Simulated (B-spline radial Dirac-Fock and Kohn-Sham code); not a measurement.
# Dipole and non-dipole photoemission parameters of Ar 2p1/2

System: the free argon atom in the configuration [Ne] 3s2 3p6; threshold 250.6 eV (tabulated edge). These are calculated numbers from a B-spline atomic structure program; the model is Dirac-Hartree-Slater photoionisation with a Latter tail; cross sections with all multipoles, angular parameters from the dipole term and its interference with E2.

For linearly polarised light dσ/dΩ = σ/(4π) [1 + β P₂(cos θ) + (δ + γ cos²θ) sin θ cos φ], with θ from the polarisation vector and φ the angle between the beam and the projection of the electron momentum on the plane normal to the polarisation.

| hν (eV) | σ (kb) | β | γ | δ |
| --- | --- | --- | --- | --- |
| 268 | 1300 | 0.627 | -0.047 | 0.008 |
| 307 | 898 | 1.035 | -0.047 | 0.010 |
| 319 | 838 | 1.116 | -0.040 | 0.011 |
| 364 | 633 | 1.297 | -0.006 | 0.013 |
| 456 | 381 | 1.432 | 0.068 | 0.015 |
| 491 | ? | ? | ? | ? |
| 600 | 189 | 1.473 | 0.173 | 0.019 |
| 652 | 151 | 1.471 | 0.207 | 0.020 |
| 800 | 86.7 | 1.448 | 0.292 | 0.024 |
| 1100 | 34.9 | 1.370 | 0.427 | 0.032 |
| 1250 | 23.9 | 1.328 | 0.480 | 0.037 |
| 1253.6 | 23.7 | 1.327 | 0.481 | 0.037 |
| 1480 | 14.3 | 1.265 | 0.549 | 0.044 |
| 4510 | 0.383 | 0.756 | 0.949 | 0.144 |
| 4550 | 0.372 | 0.752 | 0.952 | 0.145 |
| 4640 | 0.348 | 0.743 | 0.958 | 0.148 |
| 6000 | 0.142 | 0.630 | 1.037 | 0.187 |
| 6170 | 0.128 | 0.619 | 1.045 | 0.192 |
| 6690 | 0.0963 | 0.585 | 1.069 | 0.206 |
| 8047.8 | 0.0496 | 0.513 | 1.122 | 0.240 |
| 8680 | 0.0377 | 0.485 | 1.145 | 0.256 |
| 9251.7 | 0.0299 | 0.462 | 1.164 | 0.269 |
| 9460 | 0.0276 | 0.455 | 1.170 | 0.274 |
| 10600 | 0.0182 | 0.417 | 1.205 | 0.298 |

Q: Give the values at 491 eV.

A: σ = 317 kb, β = 1.452, γ = 0.095, δ = 0.016.
